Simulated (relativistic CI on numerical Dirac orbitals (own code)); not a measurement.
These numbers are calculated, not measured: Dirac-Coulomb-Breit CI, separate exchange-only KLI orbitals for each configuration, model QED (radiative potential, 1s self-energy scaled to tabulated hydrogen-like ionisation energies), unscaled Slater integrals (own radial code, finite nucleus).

The strongest absorption lines from the ground level of an ion, among the configurations computed and to levels below about 9750 eV (vacuum wavelength in nm, gf): 0.15594 (0.35), 0.15882 (1.1), 0.16067 (0.41), 0.16698 (0.039), 1.1944 (0.21).

Task: Which ion is it?
A. Gd LVII
B. Pr LIV
C. Gd LIX
D. Xe XLIX

Result: C. Gd LIX has 6 electrons and the ground level 2s²2p² ³P0; the strongest line goes to 2s²2p3d ³D°1. The pattern of lines fixes the number of electrons, and along that sequence the line energies rise steadily with the charge (about as its square where n changes within one kind of shell, about linearly where n is kept but much faster in heavy ions where fine structure, which grows about as Z⁴, sets the gap, and irregularly where shells cross), which fixes Z. Configurations outside the model, such as inner-shell arrays, can give stronger lines. At this charge energies of transitions that change n are usually good to better than 1 %, and those within a shell (Δn = 0) to a few per cent.

LS names give the leading component of a level, which can be under half, so a name can repeat, a term be missing and a line seem to break the LS rules.
